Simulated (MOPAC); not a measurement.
MOPAC input (PM3):

```
PM3 PRECISE GNORM=0.05 LET XYZ CHARGE=1 GEO-OK AUX(PRECISION=9) THREADS=1
CH3Be

Be   -0.87992344 1   -0.51025829 1   -0.68985964 1
C     0.30537839 1    0.17708570 1    0.23941654 1
H     0.85331289 1   -0.61161243 1    0.76365012 1
H    -0.15481764 1    0.85375314 1    0.96566621 1
H     0.98892816 1    0.73637827 1   -0.40637702 1
```

From the last part of the output:

```
                                                       MOPAC v23.2.5 Linux

          FINAL HEAT OF FORMATION =        227.61399 KCAL/MOL =     952.33693 KJ/MOL

          COSMO AREA              =         79.47 SQUARE ANGSTROMS
          COSMO VOLUME            =         63.19 CUBIC ANGSTROMS

          GRADIENT NORM           =          0.03548          =       0.01587 PER ATOM
          IONIZATION POTENTIAL    =         17.757626 EV
          HOMO LUMO ENERGIES (EV) =        -17.758 -7.806
          NO. OF FILLED LEVELS    =          4
          MOLECULAR WEIGHT        =         24.0469         POINT GROUP:  C3v

          MOLECULAR DIMENSIONS (Angstroms)

            Atom       Atom       Distance
            H     5   Be     1     2.25032
            H     4    H     3     1.75907
           Be     1    H     4     1.35944

          SCF CALCULATIONS        =         10

   ATOM   CHEMICAL          X               Y               Z
  NUMBER   SYMBOL      (ANGSTROMS)     (ANGSTROMS)     (ANGSTROMS)

     1      Be         -0.86329804  *  -0.50061616  *  -0.67682608  *
     2       C          0.28062284  *   0.16272160  *   0.22001334  *
     3       H          0.86018375  *  -0.58844440  *   0.76739405  *
     4       H         -0.13047738  *   0.85152753  *   0.96591748  *
     5       H          0.99346125  *   0.73618956  *  -0.38236432  *

                             CARTESIAN COORDINATES

   1   Be       -0.863298045    -0.500616155    -0.676826079
   2    C        0.280622837     0.162721602     0.220013342
   3    H        0.860183751    -0.588444397     0.767394051
   4    H       -0.130477380     0.851527530     0.965917484
   5    H        0.993461250     0.736189557    -0.382364320

           Empirical Formula: C H3 Be  =     5 atoms

      MOLECULAR POINT GROUP   :   C3v

                  EIGENVALUES
 -34.50745 -18.78729 -18.78713 -17.75763  -7.80595  -4.01543  -4.01542  -2.10206
  -0.60545  -0.60528  -0.43553

              NET ATOMIC CHARGES AND DIPOLE CONTRIBUTIONS

  ATOM NO.   TYPE          CHARGE      No. of ELECS.   s-Pop       p-Pop
    1         Be           1.097700        0.9023     0.67510     0.22720
    2          C          -0.423498        4.4235     1.15385     3.26965
    3          H           0.108598        0.8914     0.89140
    4          H           0.108600        0.8914     0.89140
    5          H           0.108601        0.8914     0.89140
 DIPOLE           X         Y         Z       TOTAL
 POINT-CHG.    -3.690    -2.140    -2.893     5.154
 HYBRID        -1.040    -0.603    -0.815     1.452
 SUM           -4.729    -2.742    -3.708     6.606

          ATOMIC ORBITAL ELECTRON POPULATIONS

     Atom    s        px        py        pz
    1 Be   0.67510   0.09926   0.05461   0.07334
    2  C   1.15385   1.09010   1.08969   1.08986
    3  H   0.89140
    4  H   0.89140
    5  H   0.89140

 **********************
 *                    *
 * JOB ENDED NORMALLY *
 *                    *
 **********************

 == MOPAC DONE ==
```

The dipole moment of an ion depends on the origin.
